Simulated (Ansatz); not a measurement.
`[CH3][Sn]([NH2])([OH])[F]` + H–F → `[CH3][Sn]([NH2])([F])[F]` + H₂O at 700 K and 1 bar (ligand exchange at the Sn–O bond).

Computed with Ansatz on PBE0-D4/def2-TZVP structures; ΔE is electronic, products minus reactants. CCSD(T)/CBS adds triple-zeta CCSD(T) − MP2 to the extrapolated MP2 energy (def2 sets, frozen cores). This one scheme is used for every species. Elements past krypton have def2 core potentials. For Sn outer-core shells are correlated without core-valence functions, which leaves a few kJ/mol of doubt a bond. One conformer a species, not always the lowest.

| species | CCSD(T)/CBS energy (Eh) | H − E (kJ/mol) | S (J/(mol·K)) |
| --- | --- | --- | --- |
| `[CH3][Sn]([NH2])([OH])[F]` | -485.44180 | 292.3 | 533.4 |
| H–F | -100.39570 | 45.2 | 198.5 |
| `[CH3][Sn]([NH2])([F])[F]` | -509.47039 | 256.0 | 521.3 |
| H₂O | -76.37941 | 80.5 | 218.4 |

H − E and S are ideal-gas, rigid-rotor, harmonic terms from PBE0-D4/def2-TZVP, for one conformer and one mirror image of each species. 1 Eh = 2625.50 kJ/mol, R = 8.31446 J/(mol·K).

Task: By hand: ΔE, ΔH, ΔS and ΔG.

Result: ΔE = (-509.47039) + (-76.37941) − (-485.44180) − (-100.39570) = -0.01230 Eh = -32.3 kJ/mol. Δ(H − E) = 256.0 + 80.5 − 292.3 − 45.2 = -1.0, so ΔH = -33.3 kJ/mol. ΔS = 521.3 + 218.4 − 533.4 − 198.5 = 7.8 J/(mol·K). ΔG = -33.3 − 700 × (7.8)/1000 = -38.8 kJ/mol.

Task: By hand: the equilibrium constant, and the temperature at which ΔG would vanish if ΔH and ΔS stayed fixed.

Result: log₁₀ K = −ΔG/(RT ln 10) = 2.9. ΔH and −TΔS have one sign here, so there is no such temperature.

The number of gas molecules stays the same, so ΔS is small and ΔH decides. A doubt of 5 kJ/mol in ΔE shifts log₁₀ K by 0.4 here. Other conformers and mirror images would add mixing entropy, several J/(mol·K) or more a flexible species. Modes under 60 cm⁻¹, often nearly free rotors, make the harmonic entropy too high. These are equilibria of isolated gas molecules and say nothing of rates. Largest T1 diagnostic: 0.013 (customary marks: 0.02 for closed shells, 0.045 for open ones).

ΔS is within the doubt of such terms, so its sign, and with it that verdict, could turn.
